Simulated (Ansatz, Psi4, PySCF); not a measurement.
H5O4Si (SMILES O[Si](O)(O)[OH2+]), charge +1, singlet, at a GFN2-xTB geometry, atoms displaced at random by about 0.08 Å a coordinate. Base run: R2SCAN/STO-3G, gradient (PySCF).

Here is a job for PySCF.
```python
from pyscf import gto, scf, dft

mol = gto.M(
    atom='''
O     0.557206   -0.096178    1.567844
Si    0.264997   -0.106983    0.016618
O     0.094496   -1.172407   -1.002673
O     0.839195    1.323927   -0.470703
O    -1.609905    0.510950   -0.140468
H     0.195565   -1.058309    2.110892
H     0.659157   -1.666551   -1.432152
H     1.598443    1.741852   -0.090774
H    -1.752479    1.173932   -0.006175
H    -2.004692    0.075175   -0.759003
''',
    basis='sto-3g',
    charge=1,
    spin=0,
    verbose=4,
)

mf = dft.RKS(mol)
mf.xc = 'r2scan'
mf.kernel()
g = mf.nuc_grad_method()
grad = g.kernel()
```

Programs used: Ansatz (a program for electronic structure), Psi4, PySCF; a row that names a program was run with it.

The coordinate followed is z of atom 6.

Variants of this job, named by their change:

```tsv
change	dE/dx (Eh/bohr)	net force (Eh/bohr)
base	0.044584	0.003999
finite difference step (bohr) = 1e-4; conv_tol = 1e-11	0.044582	-
finite difference step (bohr) = 1e-5; conv_tol = 1e-11	0.044582	-
density fitting = on; auxbasis_response = off	0.044538	0.008390
code = ansatz	0.044587	0.000000
grids.level = 5; grid_response = on	0.044585	0.000000
grids.level = 0; grid_response = off	0.044294	0.033299
grids.level = 1; grid_response = off	0.044595	0.006385
density fitting = on	0.044574	0.003999
conv_tol = 1e-6	0.044576	0.003999
grids.level = 5; grid_response = off	0.044586	0.001320
code = psi4	0.044582	0.002571
```

The net force is zero for an exact gradient.
